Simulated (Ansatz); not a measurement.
Reaction (formal exchange of groups at a C–O bond): `OC(F)Cl` + `FC[SiH3]` → `F[C@@H]([SiH3])[C@@H](F)Cl` + H₂O

Program: Ansatz. Geometries: PBE0-D4/def2-TZVP. ΔE: electronic, gas phase. CCSD(T)/CBS adds triple-zeta CCSD(T) − MP2 to the extrapolated MP2 energy (def2 sets, frozen cores). This one scheme is used for every species. Functionals use def2-TZVPP. B3LYP here is the variant with VWN-RPA as its local correlation; programs differ in this. Each species was taken in one conformer, which may not be the lowest.

(1) Is it downhill or uphill in electronic energy at CCSD(T)/CBS, and by how much? (An estimate is asked.)

(2) What do these levels give: PBE0-D4, ωB97M-V, B2PLYP, PBE, B3LYP, MP2/def2-TZVPP, SCS-MP2/def2-TZVPP, CCSD/def2-TZVPP, CCSD(T)/def2-TZVPP, SCS-MP2/def2-QZVPP, MP2/CBS(def2), CCSD/CBS(def2)? (Best estimate.)

Largest T1 diagnostic among the species: 0.012.

Results:

(1) The calculation gave: Downhill: ΔE = -15.8 kJ/mol.

(2) Ansatz gave: PBE0-D4 -4.0, ωB97M-V -6.4, B2PLYP -1.2, PBE 4.3, B3LYP 6.6, MP2/def2-TZVPP -14.8, SCS-MP2/def2-TZVPP -10.0, CCSD/def2-TZVPP -9.0, CCSD(T)/def2-TZVPP -10.5, SCS-MP2/def2-QZVPP -13.0, MP2/CBS(def2) -20.1, CCSD/CBS(def2) -14.3 kJ/mol.

In def2-TZVPP, CCSD(T) changes the Hartree–Fock value by −19.9 kJ/mol (the triples alone add −1.5 kJ/mol) and MP2 by −24.2 kJ/mol. The D4 term adds −9.5 kJ/mol with B3LYP and −5.4 kJ/mol with PBE0; it sums over pairs of atoms, weighted by their polarisabilities, and B3LYP, whose exchange is more repulsive, gets the larger term.
